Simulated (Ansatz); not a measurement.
`N[SiH3]` + `[OH][Cd][F]` → `[F][Cd][O][SiH3]` + NH₃ at 600 K and 1 bar (ligand exchange at the Si–N bond).

Calculated with Ansatz (gas phase, PBE0-D4/def2-TZVP geometries, no zero-point term in ΔE). CBS: MP2 limit from def2 TZ/QZ plus the TZ coupled-cluster correction, frozen cores. This one scheme is used for every species. Elements past krypton have def2 core potentials. For Cd outer-core shells are correlated without core-valence functions, which leaves a few kJ/mol of doubt a bond. One conformer a species, not always the lowest.

| species | CCSD(T)/CBS energy (Eh) | H − E (kJ/mol) | S (J/(mol·K)) |
| --- | --- | --- | --- |
| `N[SiH3]` | -346.80422 | 170.6 | 320.8 |
| `[OH][Cd][F]` | -343.29729 | 71.4 | 333.2 |
| `[F][Cd][O][SiH3]` | -633.61664 | 131.9 | 427.8 |
| NH₃ | -56.50880 | 112.4 | 219.5 |

H − E and S are ideal-gas, rigid-rotor, harmonic terms from PBE0-D4/def2-TZVP, for one conformer and one mirror image of each species. 1 Eh = 2625.50 kJ/mol, R = 8.31446 J/(mol·K).

Problem. By hand: ΔE, ΔH, ΔS and ΔG.

Solution. ΔE = (-633.61664) + (-56.50880) − (-346.80422) − (-343.29729) = -0.02393 Eh = -62.8 kJ/mol. Δ(H − E) = 131.9 + 112.4 − 170.6 − 71.4 = 2.3, so ΔH = -60.5 kJ/mol. ΔS = 427.8 + 219.5 − 320.8 − 333.2 = -6.7 J/(mol·K). ΔG = -60.5 − 600 × (-6.7)/1000 = -56.5 kJ/mol.

Problem. By hand: the equilibrium constant, and the temperature at which ΔG would vanish if ΔH and ΔS stayed fixed.

Solution. log₁₀ K = −ΔG/(RT ln 10) = 4.9. ΔG = 0 at ΔH/ΔS = 9030 K, far beyond where these terms or the molecules hold.

The number of gas molecules stays the same, so ΔS is small and ΔH decides. A doubt of 5 kJ/mol in ΔE shifts log₁₀ K by 0.4 here. Other conformers and mirror images would add mixing entropy, several J/(mol·K) or more a flexible species. Modes under 60 cm⁻¹, often nearly free rotors, make the harmonic entropy too high. These are equilibria of isolated gas molecules and say nothing of rates. Largest T1 diagnostic: 0.017 (customary marks: 0.02 for closed shells, 0.045 for open ones).
